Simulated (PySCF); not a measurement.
C2H10OSi2.
InChI=1S/C2H10OSi2/c1-2-5-3-4/h2,5H2,1,4H3

Torsions of this conformer, `[CH3:1][CH2:2][SiH2:3][O:4][SiH3:5]`: C1–C2–Si3–O4 59°, C2–Si3–O4–Si5 48°.

The closed-shell ground state was solved at several levels (PySCF, density fitting, gas phase, non-relativistic). Isolated species at its PBE0-D3(BJ)/def2-SVP geometry (one conformer only).

| level | basis functions | total energy (Eh) | HOMO (eV) | LUMO (eV) | gap (eV) | dipole (D) |
| --- | --- | --- | --- | --- | --- | --- |
| CAM-B3LYP/def2-SVPD | 191 | -736.1629 | -9.54 | 0.90 | 10.44 | 1.09 |
| PBE0/pcSseg-2 | 334 | -736.1869 | -8.17 | -0.08 | 8.09 | 1.13 |

**Question.** Estimate the row for PBE0/pcSseg-1, a basis of 149 functions; the other rows only guide the guess.

**Answer.** Total energy -736.0447 Eh, HOMO -8.19 eV, LUMO 0.25 eV, gap 8.44 eV, dipole 1.13 D.

**Question.** Over all these levels, which gives the widest orbital gap and which the narrowest?

**Answer.** CAM-B3LYP/def2-SVPD (range-separated hybrid) has the widest, 10.44 eV, and PBE0/pcSseg-2 (global hybrid, 25 % exact exchange) the narrowest, 8.09 eV. Functional and basis both differ between the two, so the spread mixes both effects.

**Question.** How far do the dipole and the HOMO energy spread over the levels?

**Answer.** The dipole runs from 1.09 to 1.13 D (mean 1.12 D) and the HOMO from -9.54 to -8.17 eV.
